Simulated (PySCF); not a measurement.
## Radial density of Li⁻ (lithium, charge -1)

r2SCAN0, [He] 2s2, closed-shell 1S. Calculation: PySCF 2.14, in aug-cc-pVTZ (5s4p3d2f, 46 functions); the non-relativistic Hamiltonian (point nucleus).

| r (bohr) | 4πr²ρ (e/bohr) |
| --- | --- |
| 0.00985 | 0.01587 |
| 0.0166 | 0.04306 |
| 0.0279 | 0.1140 |
| 0.0469 | 0.2878 |
| 0.0788 | 0.6746 |
| 0.133 | 1.393 |
| 0.223 | 2.343 |
| 0.375 | 2.832 |
| 0.631 | 2.021 |
| 1.06 | 0.6369 |
| 1.78 | 0.1905 |
| 3.00 | 0.3344 |
| 5.05 | 0.2989 |
| 8.49 | 0.1010 |
| 14.3 | 0.01345 |
| 24.0 | 0.0001189 |

At r2SCAN0 the highest occupied level has a positive energy, so only the finite basis holds that electron; in a semilocal or global hybrid functional this comes from self-interaction and does not mean that the real anion is unbound.
